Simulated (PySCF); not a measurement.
## Ir⁶⁰⁺: ionisation energy

Ir⁶⁰⁺ [Ne] 3s2 3p5 [3p1/2^2 3p3/2^3, M_J = 3/2] → Ir⁶¹⁺ [Ne] 3s2 3p4 [3p1/2^2 3p3/2^2, M_J = 2], as a difference of total energies. Calculation: PySCF 2.14, in an uncontracted even-tempered set (18 s from 19 bohr⁻², ratio 2.4; 14 p from 24 bohr⁻², ratio 2.4; 4 d from 87 bohr⁻², ratio 2.6; 4 f from 130 bohr⁻², ratio 2.6); the two-component X2C-1e Hamiltonian. Correlated levels: 1s2 frozen; the 48 highest virtual spinors dropped. "Screened" scales the spin-orbit matrix elements by Boettger's factors to mimic the two-electron term; Breit and QED terms are absent.

```
                    method  ionisation energy (eV)
           GHF (spin-free)                  6565.8
          GMP2 (spin-free)                  6567.0
 GHF (screened spin-orbit)                  6445.4
GMP2 (screened spin-orbit)                  6446.6
```

Breit and QED terms and the two-electron picture change are absent.

The spin-free rows relax to the high-spin LS determinant and lack the spin-orbit shift.

The labels give the starting determinants; with spin-orbit coupling the two ends relaxed to ⟨J²⟩ = 3.75, ⟨L²⟩ = 2.06, ⟨S²⟩ = 0.81 and ⟨J²⟩ = 6.00, ⟨L²⟩ = 3.31, ⟨S²⟩ = 1.41.

For comparison: 6441 ± 10 eV (theoretical estimate listed by NIST; NIST Atomic Spectra Database, ionization energies).
